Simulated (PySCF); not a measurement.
**Field gradients at the hydrogen positions**

Compound: C6H13P.
Structure used (GFN2-xTB), in Å, numbered top down from 1:
```xyz
20
C6H13P angstrom
C     -0.1535   -0.4673    2.0739
P     -0.6688   -0.2098    0.4676
C     -2.0729   -0.9556   -0.5469
C     -0.6634    1.5844    0.0556
C      0.7634    1.4367   -0.5159
C      0.7702   -0.0975   -0.7066
C      2.0509   -0.8022   -0.3118
H     -0.9442   -0.1569    2.7605
H      0.0797   -1.5230    2.2281
H     -3.0111   -0.7394   -0.0343
H     -1.9346   -2.0367   -0.5734
H     -2.1102   -0.5648   -1.5602
H     -0.7487    2.2547    0.9082
H     -1.3972    1.8569   -0.7027
H      1.5010    1.7184    0.2335
H      0.9523    2.0093   -1.4246
H      0.4749   -0.3673   -1.7251
H      2.2395   -0.6442    0.7482
H      1.9750   -1.8726   -0.4942
H      2.8926   -0.4124   -0.8829
```

Level: PBE0/pcSseg-1 (PySCF, non-relativistic); Q(2H) = 0.00286 b; rigid geometry, the same for H and D, with no vibrational averaging.

Problem. Rank these positions by the coupling χzz of a deuteron there, largest first.
A. H11 (methyl hydrogen)
B. H9 (hydrogen on carbon)
C. H18 (methyl hydrogen)

Solution. B (219 kHz), A (210 kHz), C (205 kHz).

Problem. Tabulate Vzz, the asymmetry η and χzz = 234.96 MHz × Q × Vzz for every hydrogen position.

Solution. 
```csv
atom,bonded to,bond length (Å),Vzz (au),η,χzz (kHz)
H8,C1,1.092,0.3258,0.13,219
H9,C1,1.092,0.3257,0.13,219
H10,C3,1.091,0.3121,0.01,210
H11,C3,1.090,0.3131,0.01,210
H12,C3,1.087,0.3201,0.00,215
H13,C4,1.088,0.3155,0.02,212
H14,C4,1.090,0.3121,0.01,210
H15,C5,1.089,0.3068,0.02,206
H16,C5,1.091,0.3105,0.01,209
H17,C6,1.094,0.3022,0.02,203
H18,C7,1.088,0.3045,0.01,205
H19,C7,1.088,0.3151,0.03,212
H20,C7,1.089,0.3137,0.02,211
```

One conformer (not necessarily the lowest) at the GFN2-xTB geometry, without solvent, vibrations or thermal averaging. GFN2-xTB bond lengths can be off by several hundredths of an ångström, more for odd bonds, and the gradients follow them. The basis is small and wasn't made for field gradients, so the couplings can be 20 % off.
